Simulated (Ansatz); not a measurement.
`CO[SiH](C)[GeH3]` + `[SH][GeH3]` → `[GeH3][S][GeH3]` + `CO[SiH2]C` at 600 K and 1 bar (cleavage of the Ge–Si bond).

Gas-phase electronic energies from Ansatz, PBE0-D4/def2-TZVP geometries. CCSD(T)/CBS is the MP2 limit (def2-TZVPP, def2-QZVPP) plus CCSD(T) − MP2 in def2-TZVPP, frozen cores. For Ge outer-core shells are correlated without core-valence functions, which leaves a few kJ/mol of doubt a bond. Scalar relativity is left out up to krypton. One conformer a species, not always the lowest.

```json
{"species": "`CO[SiH](C)[GeH3]`", "CCSD(T)/CBS energy (Eh)": "-2522.52701", "H − E (kJ/mol)": "376.4", "S (J/(mol·K))": "539.3"}
{"species": "`[SH][GeH3]`", "CCSD(T)/CBS energy (Eh)": "-2476.30083", "H − E (kJ/mol)": "123.6", "S (J/(mol·K))": "342.5"}
{"species": "`[GeH3][S][GeH3]`", "CCSD(T)/CBS energy (Eh)": "-4553.63258", "H − E (kJ/mol)": "186.9", "S (J/(mol·K))": "445.2"}
{"species": "`CO[SiH2]C`", "CCSD(T)/CBS energy (Eh)": "-445.20896", "H − E (kJ/mol)": "312.9", "S (J/(mol·K))": "427.3"}
```

H − E and S are ideal-gas, rigid-rotor, harmonic terms from PBE0-D4/def2-TZVP, for one conformer and one mirror image of each species. 1 Eh = 2625.50 kJ/mol, R = 8.31446 J/(mol·K).

By hand: ΔE, ΔH, ΔS and ΔG.

ΔE = (-4553.63258) + (-445.20896) − (-2522.52701) − (-2476.30083) = -0.01370 Eh = -36.0 kJ/mol. Δ(H − E) = 186.9 + 312.9 − 376.4 − 123.6 = -0.2, so ΔH = -36.2 kJ/mol. ΔS = 445.2 + 427.3 − 539.3 − 342.5 = -9.3 J/(mol·K). ΔG = -36.2 − 600 × (-9.3)/1000 = -30.6 kJ/mol.

By hand: the equilibrium constant, and the temperature at which ΔG would vanish if ΔH and ΔS stayed fixed.

log₁₀ K = −ΔG/(RT ln 10) = 2.7. ΔG = 0 at ΔH/ΔS = 3892 K, far beyond where these terms or the molecules hold.

The number of gas molecules stays the same, so ΔS is small and ΔH decides. A doubt of 5 kJ/mol in ΔE shifts log₁₀ K by 0.4 here. Other conformers and mirror images would add mixing entropy, several J/(mol·K) or more a flexible species. Modes under 60 cm⁻¹, often nearly free rotors, make the harmonic entropy too high. These are equilibria of isolated gas molecules and say nothing of rates. Largest T1 diagnostic: 0.012 (customary marks: 0.02 for closed shells, 0.045 for open ones).
